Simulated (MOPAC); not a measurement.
MOPAC input (MNDO):

```
MNDO 1SCF GEO-OK AUX(PRECISION=9) THREADS=1
C2H4F2

C    -1.37308800 1   -0.06811400 1    0.02920800 1
C     0.09606700 1   -0.07983600 1    0.33989700 1
F     0.74318600 1   -0.99023900 1   -0.45604100 1
F     0.64842300 1    1.14679300 1    0.07269500 1
H    -1.80041500 1   -1.05106100 1    0.22648500 1
H    -1.52042400 1    0.18509700 1   -1.02062000 1
H    -1.87675600 1    0.67054400 1    0.65243700 1
H     0.33522900 1   -0.32587100 1    1.37717900 1
```

Output:

```
 *******************************************************************************
 **                                                                           **
 **                              MOPAC v23.2.5                                **
 **                                                                           **
 *******************************************************************************
 ** MOPAC's Digital Object Identifier: https://doi.org/10.5281/zenodo.6511958 **
 **                                                                           **
 ** Please cite the open-source release paper for use of this MOPAC version:  **
 ** J. E. Moussa and J. J. P. Stewart (2026)                                  **
 ** MOPAC: An open-source semiempirical molecular orbital program             **
 ** J. Open Source Softw., 11(119), 8025, https://doi.org/10.21105/joss.08025 **
 *******************************************************************************

                              MNDO CALCULATION RESULTS

 *******************************************************************************
 *  MNDO       - The MNDO Hamiltonian to be used
 *  GEO-OK     - OVERRIDE INTERATOMIC DISTANCE AND OTHER SAFETY CHECKS
 *  1SCF       - DO 1 SCF AND THEN STOP
 *  AUX        - OUTPUT AUXILIARY INFORMATION
 *******************************************************************************
MNDO 1SCF GEO-OK AUX(PRECISION=9) THREADS=1
 C2H4F2

   ATOM   CHEMICAL          X               Y               Z
  NUMBER   SYMBOL      (ANGSTROMS)     (ANGSTROMS)     (ANGSTROMS)

     1       C         -1.37308800  *  -0.06811400  *   0.02920800  *
     2       C          0.09606700  *  -0.07983600  *   0.33989700  *
     3       F          0.74318600  *  -0.99023900  *  -0.45604100  *
     4       F          0.64842300  *   1.14679300  *   0.07269500  *
     5       H         -1.80041500  *  -1.05106100  *   0.22648500  *
     6       H         -1.52042400  *   0.18509700  *  -1.02062000  *
     7       H         -1.87675600  *   0.67054400  *   0.65243700  *
     8       H          0.33522900  *  -0.32587100  *   1.37717900  *

          CARTESIAN COORDINATES

    NO.       ATOM           X           Y           Z

     1         C         -1.3731     -0.0681      0.0292
     2         C          0.0961     -0.0798      0.3399
     3         F          0.7432     -0.9902     -0.4560
     4         F          0.6484      1.1468      0.0727
     5         H         -1.8004     -1.0511      0.2265
     6         H         -1.5204      0.1851     -1.0206
     7         H         -1.8768      0.6705      0.6524
     8         H          0.3352     -0.3259      1.3772

  H: (MNDO): M.J.S. DEWAR, W. THIEL, J. AM. CHEM. SOC., 99, 4899, (1977)
  C: (MNDO): M.J.S. DEWAR, W. THIEL, J. AM. CHEM. SOC., 99, 4899, (1977)
  F: (MNDO): M.J.S. DEWAR, H.S. RZEPA, J. AM. CHEM. SOC., 100, 777, (1978)

           Empirical Formula: C2 H4 F2  =     8 atoms

      MOLECULAR POINT GROUP   :   Cs

      RHF CALCULATION, NO. OF DOUBLY OCCUPIED LEVELS = 13

 -------------------------------------------------------------------------------
 MNDO 1SCF GEO-OK AUX(PRECISION=9) THREADS=1
 C2H4F2

     1SCF WAS SPECIFIED, SO BFGS WAS NOT USED
     SCF FIELD WAS ACHIEVED

                              MNDO CALCULATION
                                                       MOPAC v23.2.5 Linux

          FINAL HEAT OF FORMATION =       -108.76445 KCAL/MOL =    -455.07046 KJ/MOL

          COSMO AREA              =         91.79 SQUARE ANGSTROMS
          COSMO VOLUME            =         74.39 CUBIC ANGSTROMS

          IONIZATION POTENTIAL    =         13.040092 EV
          HOMO LUMO ENERGIES (EV) =        -13.040  2.775
          NO. OF FILLED LEVELS    =         13
          MOLECULAR WEIGHT        =         66.0504         POINT GROUP:  Cs

          MOLECULAR DIMENSIONS (Angstroms)

            Atom       Atom       Distance
            H     5    F     4     3.29409
            H     7    F     3     3.17121
            H     8    H     6     2.84647

          SCF CALCULATIONS        =          1

   ATOM   CHEMICAL          X               Y               Z
  NUMBER   SYMBOL      (ANGSTROMS)     (ANGSTROMS)     (ANGSTROMS)

     1       C         -1.37308800  *  -0.06811400  *   0.02920800  *
     2       C          0.09606700  *  -0.07983600  *   0.33989700  *
     3       F          0.74318600  *  -0.99023900  *  -0.45604100  *
     4       F          0.64842300  *   1.14679300  *   0.07269500  *
     5       H         -1.80041500  *  -1.05106100  *   0.22648500  *
     6       H         -1.52042400  *   0.18509700  *  -1.02062000  *
     7       H         -1.87675600  *   0.67054400  *   0.65243700  *
     8       H          0.33522900  *  -0.32587100  *   1.37717900  *

                             CARTESIAN COORDINATES

   1    C       -1.373088000    -0.068114000     0.029208000
   2    C        0.096067000    -0.079836000     0.339897000
   3    F        0.743186000    -0.990239000    -0.456041000
   4    F        0.648423000     1.146793000     0.072695000
   5    H       -1.800415000    -1.051061000     0.226485000
   6    H       -1.520424000     0.185097000    -1.020620000
   7    H       -1.876756000     0.670544000     0.652437000
   8    H        0.335229000    -0.325871000     1.377179000

           Empirical Formula: C2 H4 F2  =     8 atoms

      MOLECULAR POINT GROUP   :   Cs

                  EIGENVALUES
 -48.93750 -43.13287 -33.24510 -23.67603 -18.92664 -18.66172 -17.73992 -15.74506
 -15.35180 -15.07364 -14.69727 -14.38965 -13.04009   2.77500   3.16180   3.19347
   3.55434   4.24317   4.32192   5.10412

              NET ATOMIC CHARGES AND DIPOLE CONTRIBUTIONS

  ATOM NO.   TYPE          CHARGE      No. of ELECS.   s-Pop       p-Pop
    1          C          -0.025149        4.0251     1.21380     2.81135
    2          C           0.408465        3.5915     1.18528     2.40626
    3          F          -0.250232        7.2502     1.89731     5.35293
    4          F          -0.250232        7.2502     1.89731     5.35293
    5          H           0.024984        0.9750     0.97502
    6          H           0.032727        0.9673     0.96727
    7          H           0.024984        0.9750     0.97502
    8          H           0.034453        0.9655     0.96555
 DIPOLE           X         Y         Z       TOTAL
 POINT-CHG.    -1.943    -0.407     1.297     2.371
 HYBRID        -0.048    -0.036     0.137     0.150
 SUM           -1.991    -0.443     1.434     2.494

          ATOMIC ORBITAL ELECTRON POPULATIONS

     Atom    s        px        py        pz
    1  C   1.21380   0.89830   0.95314   0.95991
    2  C   1.18528   0.87535   0.66765   0.86326
    3  F   1.89731   1.85192   1.71048   1.79053
    4  F   1.89731   1.88612   1.51058   1.95623
    5  H   0.97502
    6  H   0.96727
    7  H   0.97502
    8  H   0.96555

 **********************
 *                    *
 * JOB ENDED NORMALLY *
 *                    *
 **********************

 == MOPAC DONE ==
```

The geometry given is a B3LYP-D3(BJ)/def2-TZVP minimum.
